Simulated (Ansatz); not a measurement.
Isolated molecules relaxed with PBE0-D4/def2-TZVP in Ansatz; ΔE leaves out vibrations. CCSD(T)/CBS is the MP2 limit (def2-TZVPP, def2-QZVPP) plus CCSD(T) − MP2 in def2-TZVPP, frozen cores. This one scheme is used for every species. Functionals use def2-TZVPP. B3LYP here is the variant with VWN-RPA as its local correlation; programs differ in this. def2 core potentials past Kr. For Sn outer-core shells are correlated without core-valence functions, which leaves a few kJ/mol of doubt a bond.

Reaction (formal exchange of groups at the Sn–Cl bond): `[CH3][SnH]([SiH3])[Cl]` + CH₄ → `[CH3][SnH]([CH3])[SiH3]` + HCl

`[CH3][SnH]([SiH3])[Cl]`:

Z-matrix (Å, degrees):
```
C
Sn 1 2.134
H 1 1.089 2 109.4
H 1 1.091 2 110.1 3 -120.3
H 1 1.090 2 109.0 3 119.6
Si 2 2.564 1 115.9 3 53.9
Cl 2 2.354 1 104.7 3 -60.8
H 2 1.711 1 111.3 3 -173.2
H 6 1.485 2 109.0 1 -53.7
H 6 1.488 2 109.8 1 65.8
H 6 1.484 2 109.7 1 -174.0
```

CH₄:

```xyz
5

C     0.000    0.000    0.000
H     0.567   -0.039   -0.930
H    -0.134    1.039    0.300
H     0.542   -0.536    0.779
H    -0.975   -0.464   -0.149
```

`[CH3][SnH]([CH3])[SiH3]`:

Cartesian coordinates in Å:
```
C -1.739 0.485 1.075
Sn -0.294 0.229 -0.493
C -0.149 -1.860 -0.967
Si 1.991 1.152 0.228
H -1.413 -0.043 1.972
H -2.702 0.081 0.758
H -1.860 1.542 1.312
H -0.843 1.071 -1.886
H -1.128 -2.240 -1.261
H 0.199 -2.416 -0.097
H 0.551 -2.015 -1.789
H 3.002 0.982 -0.851
H 2.482 0.433 1.436
H 1.903 2.600 0.560
```

HCl:

Z-matrix (Å, degrees):
```
Cl
H 1 1.279
```

```json
{"level": "PBE-D4", "ΔE (kcal/mol)": "29.9", "difference from CCSD(T)/CBS": "0.4"}
{"level": "r2SCAN-D4", "ΔE (kcal/mol)": "31.6", "difference from CCSD(T)/CBS": "2.1"}
{"level": "ωB97X-V", "ΔE (kcal/mol)": "30.8", "difference from CCSD(T)/CBS": "1.3"}
{"level": "ωB97M-V", "ΔE (kcal/mol)": "30.4", "difference from CCSD(T)/CBS": "0.9"}
{"level": "B2PLYP", "ΔE (kcal/mol)": "31.0", "difference from CCSD(T)/CBS": "1.5"}
{"level": "PBE", "ΔE (kcal/mol)": "30.1", "difference from CCSD(T)/CBS": "0.6"}
{"level": "r2SCAN", "ΔE (kcal/mol)": "31.7", "difference from CCSD(T)/CBS": "2.2"}
{"level": "PBE0", "ΔE (kcal/mol)": "30.5", "difference from CCSD(T)/CBS": "1.0"}
{"level": "B3LYP", "ΔE (kcal/mol)": "32.0", "difference from CCSD(T)/CBS": "2.5"}
{"level": "HF/def2-TZVPP", "ΔE (kcal/mol)": "35.0", "difference from CCSD(T)/CBS": "5.5"}
{"level": "SCS-MP2/def2-TZVPP", "ΔE (kcal/mol)": "29.2", "difference from CCSD(T)/CBS": "-0.3"}
{"level": "CCSD/def2-TZVPP", "ΔE (kcal/mol)": "28.5", "difference from CCSD(T)/CBS": "-1.0"}
{"level": "CCSD(T)/def2-TZVPP", "ΔE (kcal/mol)": "27.9", "difference from CCSD(T)/CBS": "-1.6"}
{"level": "SCS-MP2/def2-QZVPP", "ΔE (kcal/mol)": "30.2", "difference from CCSD(T)/CBS": "0.7"}
{"level": "HF/CBS(def2)", "ΔE (kcal/mol)": "35.3", "difference from CCSD(T)/CBS": "5.8"}
{"level": "CCSD/CBS(def2)", "ΔE (kcal/mol)": "30.0", "difference from CCSD(T)/CBS": "0.5"}
{"level": "CCSD(T)/CBS", "ΔE (kcal/mol)": "29.5", "difference from CCSD(T)/CBS": "0"}
```

Largest T1 diagnostic among the species: 0.011.

In def2-TZVPP, CCSD(T) changes the Hartree–Fock value by −7.1 kcal/mol (the triples alone add −0.5 kcal/mol) and MP2 by −6.5 kcal/mol.
